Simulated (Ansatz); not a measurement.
## Ansatz (development build ahead of 0.2.0) run

```yaml
crystal:
  periodic: [false, false, false]
  atoms:
    - { symbol: H, position_ang: [1.44, 0.0, 0.0] }
    - { symbol: H, position_ang: [1.16498, 0.84641, 0.0] }
    - { symbol: H, position_ang: [0.44498, 1.36952, 0.0] }
    - { symbol: H, position_ang: [-0.44498, 1.36952, 0.0] }
    - { symbol: H, position_ang: [-1.16498, 0.84641, 0.0] }
    - { symbol: H, position_ang: [-1.44, 0.0, 0.0] }
    - { symbol: H, position_ang: [-1.16498, -0.84641, 0.0] }
    - { symbol: H, position_ang: [-0.44498, -1.36952, 0.0] }
    - { symbol: H, position_ang: [0.44498, -1.36952, 0.0] }
    - { symbol: H, position_ang: [1.16498, -0.84641, 0.0] }
basis:
  gaussian: { orbitals: "6-31G" }
total_charge: 1
magnetization:
  spin_polarized: true
  initial_magnetization: 1
hamiltonian:
  xc: hf
correlation:
  method: mp2
  frozen_orbitals: { H: 0 }
output:
  forces: true
```

The input is written out in the form of the current development build from the run's settings.

Output:

| Property | Result |
| --- | --- |
| Converged | yes |
| Reference energy | -4.97783 hartree |
| Correlation energy | -0.10761 hartree |
| Total energy | -5.08545 hartree |
| Spin squared of the determinant | 0.789 |
| Stability test | minimum |

Forces (eV/Å):
```csv
atom,Fx,Fy,Fz
H1,1.224,-2.197,0.000
H2,0.570,0.414,0.000
H3,-1.711,1.843,0.000
H4,3.087,1.947,0.000
H5,-2.805,-2.335,0.000
H6,-1.224,2.197,0.000
H7,-0.570,-0.414,0.000
H8,1.711,-1.843,0.000
H9,-3.087,-1.947,0.000
H10,2.805,2.335,0.000
```

Caution: bonds are stretched, where a single reference can fail; the charge can sit on one fragment and break the point group; the determinant breaks the point group.
